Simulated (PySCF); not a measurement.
# Energy of Sc (scandium, neutral) between two integer charges

The 4s beta orbital of [Ar] 3d1 4s2 is emptied in steps (occupation f), with all orbitals relaxed, ending at [Ar] 3d1 4s1. All numbers are calculated (PySCF 2.14, no relativity, point nucleus, in def2-TZVP (6s4p4d1f, 45 functions)). The exact energy is a straight line in f; departures are measured from the line between the end points of the same method.

```tsv
f	BHandHLYP (eV)
1	0.000
0.8	-0.210
0.6	-0.320
0.4	-0.325
0.2	-0.220
0	0.000
```

```tsv
method	E(f=0) − E(f=1) (eV)	−ε at f=1 (eV)	−ε at f=0.4 (eV)
BHandHLYP	6.341	5.047	6.585
```

Orbital energy along the path (eV):

```tsv
f	BHandHLYP
1	-5.047
0.8	-5.538
0.6	-6.049
0.4	-6.585
0.2	-7.156
0	-7.655
```

Reference removal energy between the ground levels: 6.561 eV (measured; NIST Atomic Spectra Database, ionization energies). The calculation has no spin-orbit coupling.
